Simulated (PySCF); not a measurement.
Ge(F)(Cl)2(Me) (CH3Cl2FGe), SMILES [F][Ge]([Cl])([Cl])[CH3]. Heavy atoms are numbered as in [CH3:1][Ge:2]([F:3])([Cl:4])[Cl:5]. Hydrogens are named by the atom that carries them.

Geometry: B3LYP-D3(BJ)/def2-SVP. The structure was generated by enumeration, and PubChem lists no compound with its InChIKey, so it may never have been made.

Computed with KT2/pcSseg-1 run with PySCF.

GIAO shieldings, no solvent; atoms alike by connectivity are averaged. δ = σ(ref) − σ: ¹³C against TMS (σ = 185.1 ppm); ⁷³Ge against GeH4 (σ = 1669.3 ppm); ¹⁹F against CFCl3 (σ = 127.1 ppm); ³⁵Cl against HCl (σ = 945.4 ppm); ¹H against TMS (σ = 31.47 ppm), references at their B3LYP-D3(BJ)/def2-TZVP geometries, non-relativistic (without spin–orbit terms, shifts of atoms bonded to Cl or Br come out too high).

Task: Estimate the chemical shifts. (The exact figures need the calculation; the answer reports its results.)

Result: 
```
nucleus     atoms  count  δ (ppm)
-------  --------  -----  -------
¹³C      C1 (CH3)      1     16.4
⁷³Ge          Ge2      1    485.8
¹⁹F            F3      1   -121.7
³⁵Cl          Cl4      2    172.6
¹H        H on C1      3     1.58
```
